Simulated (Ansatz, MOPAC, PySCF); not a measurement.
Dimer: CH3F (SMILES CF) (first 5 atoms) with C2H3N (SMILES CC#N); geometry from B3LYP-D3(BJ)/def2-TZVP, rigid monomers moved along the line of their centres of mass till F2···H9 is 2.76 Å.
(charge 0, multiplicity 1):
```
atom    x (Å)    y (Å)    z (Å)
----  -------  -------  -------
C      0.3729   0.5925  -0.1777
F      1.1632  -0.2915   0.5656
H     -0.1778   1.2259   0.5152
H      1.0306   1.1901  -0.8090
H     -0.3111   0.0062  -0.7914
C      0.9952  -0.2804   4.1618
C      0.0837   0.7799   3.7651
N     -0.6353   1.6154   3.4385
H      1.3429  -0.8049   3.2724
H      1.8530   0.1401   4.6871
H      0.4879  -0.9841   4.8223
```

Counterpoise-corrected where a basis set is named; no monomer relaxation. Rows marked so take none.

Rows in 3-21G, STO-3G carry no dispersion term and start afresh at each structure. The state that AM1 reach isn't checked.

Run with Ansatz (a quantum-chemistry and plane-wave program) with Gaussian orbitals; MOPAC for AM1 (differences of heats of formation); PySCF for 3-21G rows, STO-3G rows, the dispersion terms. 

One of these levels gives -3.24 kcal/mol for the interaction energy. Name it.
A) PBE-D3(BJ)/def2-TZVPPD
B) B3LYP/3-21G (no counterpoise)
C) HF/STO-3G (no counterpoise)
D) AM1

A, PBE-D3(BJ)/def2-TZVPPD. The others give -0.76 (AM1), -1.06 (HF/STO-3G (no counterpoise)), -4.51 (B3LYP/3-21G (no counterpoise))
